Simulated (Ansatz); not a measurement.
`CN(C)CCCN` at its PBE0-D4/def2-TZVP geometry, where that method's forces vanish. Total charge 0; spin multiplicity 1.

| atom | x (Å) | y (Å) | z (Å) |
| --- | --- | --- | --- |
| C1 | 0.348 | 0.938 | -2.000 |
| N2 | 0.442 | -0.391 | -1.453 |
| C3 | 1.806 | -0.841 | -1.340 |
| C4 | -0.346 | -0.592 | -0.254 |
| C5 | 0.071 | 0.179 | 0.996 |
| C6 | -0.833 | -0.105 | 2.193 |
| N7 | -2.216 | 0.330 | 2.087 |
| H8 | 0.805 | 0.958 | -2.993 |
| H9 | -0.703 | 1.220 | -2.109 |
| H10 | 0.847 | 1.712 | -1.391 |
| H11 | 2.273 | -0.841 | -2.329 |
| H12 | 2.433 | -0.217 | -0.679 |
| H13 | 1.828 | -1.865 | -0.958 |
| H14 | -1.383 | -0.341 | -0.505 |
| H15 | -0.333 | -1.665 | -0.024 |
| H16 | 0.066 | 1.257 | 0.795 |
| H17 | 1.100 | -0.083 | 1.266 |
| H18 | -0.839 | -1.183 | 2.394 |
| H19 | -0.405 | 0.363 | 3.084 |
| H20 | -2.696 | -0.153 | 1.338 |
| H21 | -2.264 | 1.320 | 1.880 |

(1) For each bond, give half the difference of the two atoms' forces along it (eV/Å; positive pushes the atoms apart) under PBE-D4, r2SCAN-D4, B3LYP-D4, ωB97M-V in def2-TZVPP. (Best estimate.)

Answers

(1) Computed: 
```
  bond  length (Å)  PBE-D4  r2SCAN-D4  B3LYP-D4  ωB97M-V
C1–H10       1.104    0.13      -0.02     -0.05    -0.10
 N2–C3       1.441    0.08       0.14      0.17     0.17
 N2–C4       1.449    0.09       0.12      0.13     0.12
C3–H11       1.093    0.09      -0.05     -0.10    -0.09
C3–H12       1.104    0.13      -0.02     -0.05    -0.10
 C4–C5       1.527    0.00       0.06      0.14     0.09
C4–H14       1.096    0.11      -0.05     -0.14    -0.12
 C5–C6       1.526   -0.02       0.07      0.12     0.11
C5–H16       1.097    0.11      -0.05     -0.10    -0.10
C5–H17       1.096    0.09      -0.05     -0.11    -0.10
 C6–N7       1.453    0.10       0.18      0.24     0.24
C6–H19       1.094    0.10      -0.06     -0.13    -0.13
N7–H20       1.012    0.24      -0.01     -0.05    -0.08
N7–H21       1.013    0.24       0.00     -0.04    -0.07
```

B3LYP here is the variant with VWN-RPA as its local correlation; programs differ in this.
